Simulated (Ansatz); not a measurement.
Cd3 was relaxed with PBE (def2-TZVP) in Ansatz in these states: neutral quintet, neutral singlet, neutral triplet. The geometries follow in no particular order.

In the def2 sets Cd takes a core potential; there is no spin–orbit coupling.

A:

```xyz
3

Cd   -0.241    0.379    2.729
Cd    0.249   -0.382   -2.728
Cd   -0.008    0.003   -0.001
```

B:

```xyz
3

Cd    0.755   -1.715   -0.434
Cd    0.043    1.425   -1.292
Cd   -0.798    0.290    1.726
```

C:

```csv
atom,x (Å),y (Å),z (Å)
Cd1,-0.951,-0.691,1.155
Cd2,0.388,1.598,0.101
Cd3,0.563,-0.907,-1.255
```

Problem. Judge from the bond lengths which geometry belongs to which state (an estimate).

Solution. A is the neutral triplet (Cd1–Cd2 5.531 Å, Cd2–Cd3 2.766 Å, Cd1–Cd3 2.766 Å); B is the neutral singlet (Cd1–Cd2 3.332 Å, Cd2–Cd3 3.332 Å, Cd1–Cd3 3.331 Å); C is the neutral quintet (Cd1–Cd2 2.854 Å, Cd2–Cd3 2.854 Å, Cd1–Cd3 2.854 Å).

At PBE/def2-TZVP the gap within one spin of the charge 0 triplet nearly closes, so an electron or hole may be smeared out by delocalisation error. At PBE0/def2-TZVP a singlet lies 2.10 eV below the neutral triplet. At PBE0/def2-TZVP a singlet lies 4.64 eV below the neutral quintet. These are the stationary points nearest to one start from a short search; other shapes may lie lower in each state.
